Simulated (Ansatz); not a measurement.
Consider the hydrogenolysis of the Si–C bond: `C[SiH]1[CH2][Al]1[SH]` + H₂ → `[SH][Al]1[CH2][SiH2]1` + CH₄.

Calculated with Ansatz (gas phase, PBE0-D4/def2-TZVP geometries, no zero-point term in ΔE). CCSD(T)/CBS adds triple-zeta CCSD(T) − MP2 to the extrapolated MP2 energy (def2 sets, frozen cores). This one scheme is used for every species. DFT in def2-TZVPP. One conformer a species, not always the lowest.

`C[SiH]1[CH2][Al]1[SH]`:

```xyz
12

C     1.292    1.560   -0.837
Si    0.395   -0.078   -0.697
C     0.411   -1.033    0.970
Al   -1.464   -0.820    0.482
S    -3.414   -1.384    1.272
H     1.033    2.063   -1.771
H     2.374    1.400   -0.822
H     1.028    2.221   -0.010
H     0.786   -0.984   -1.817
H     0.599   -0.340    1.803
H     1.040   -1.914    1.093
H    -4.081   -0.691    0.334
```

H₂:

Cartesian coordinates in Å:
```
H 0.124 0.180 -0.303
H -0.124 -0.180 0.303
```

`[SH][Al]1[CH2][SiH2]1`:

Z-matrix (Å, degrees):
```
C
Al 1 1.943
Si 1 1.935 2 73.5
H 1 1.096 2 112.5 3 -107.0
H 1 1.090 2 127.7 3 112.9
S 2 2.173 1 140.1 3 -178.7
H 3 1.488 1 113.2 2 110.3
H 3 1.488 1 117.1 2 -120.9
H 6 1.345 2 93.2 1 -177.0
```

CH₄:

Cartesian coordinates in Å:
```
C 0.000 0.000 0.000
H -0.534 -0.945 -0.092
H 0.699 0.104 -0.829
H 0.548 0.017 0.942
H -0.713 0.824 -0.020
```

```tsv
level	ΔE (kcal/mol)
PBE0-D4	-6.5
RPA@PBE/def2-TZVPP	-7.2
HF/def2-SVP	-14.0
HF/def2-QZVPP	-12.1
```

Question: What does CCSD(T)/CBS give? (Estimate.)

Answer: The calculation gave: -6.3 kcal/mol. The listed levels differ from it by -0.2, -0.9, -7.7, -5.8 kcal/mol.

Largest T1 diagnostic among the species: 0.013.

At CCSD(T), def2-SVP lies −3.7 kcal/mol from the extrapolated value and def2-TZVPP −0.6 kcal/mol. Leaving LDA and LC-ωPBE aside and taking each functional with its dispersion term where it has one, the values, not all of them listed here, spread over 3.2 kcal/mol, from BHLYP-D4 to revPBE-D4. LDA lies +1.3 kcal/mol from PBE without D4. In def2-TZVPP, CCSD(T) changes the Hartree–Fock value by +5.3 kcal/mol (the triples alone add +1.1 kcal/mol) and MP2 by +6.8 kcal/mol.
